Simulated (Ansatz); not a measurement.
Ideal-gas functions of BCl2H3OSi (`[SiH3]OB(Cl)Cl`) at 800 K and 1 bar, from an Ansatz frequency run at PBE0-D4/def2-TZVP.

Molar mass 128.83 g/mol, point group Cs (symmetry number 1), electronic degeneracy 1, moments of inertia 148.607, 330.225, 472.849 u Å². Harmonic wavenumbers (cm⁻¹, unscaled): 76, 95, 101, 246, 345, 509, 530, 719, 728, 848, 943, 955, 959, 967, 1403, 2252, 2260, 2272.

Use S(trans) = R[1.5 ln M + 2.5 ln T − 1.1517]; rotational temperatures θ = 24.2544 K / I; S(rot) = R[ln(√π/σ · √(T³/θAθBθC)) + 1.5]; for each mode x = 1.438777 ν̃/T, S = R[x/(eˣ − 1) − ln(1 − e⁻ˣ)] and H = RT x/(eˣ − 1); 1 cm⁻¹ = 0.0119627 kJ/mol; R = 8.31446 J/(mol·K).

**Question.** By hand: the entropy, in J/(mol·K).

**Answer.** Translation 190.0. Rotation: θ = 0.1632, 0.0734, 0.0513 K, giving 131.3. Vibration, mode by mode: 24.87, 23.02, 22.51, 15.16, 12.41, 9.33, 9.02, 6.73, 6.64, 5.57, 4.85, 4.77, 4.74, 4.69, 2.52, 0.74, 0.73, 0.72, in all 159.0. Electronic 0.0. Sum 480.3 J/(mol·K).

**Question.** By hand: H − E and G − E in kJ/mol, counted from the electronic energy.

**Answer.** Zero-point energy ½ × 16208 × 0.0119627 = 96.9; thermal vibration 58.7; translation, rotation and pV give 4 RT = 26.6. H − E = 182.2 kJ/mol, and G − E = 182.2 − 800 × 480.3/1000 = -202.0 kJ/mol.

Vibration gives 33 % of the entropy, 70.4 J/(mol·K) of it from the modes under 150 cm⁻¹: soft modes count most, and the harmonic formula is weakest for them. The sum counts one conformer and one mirror image; others add a mixing term.
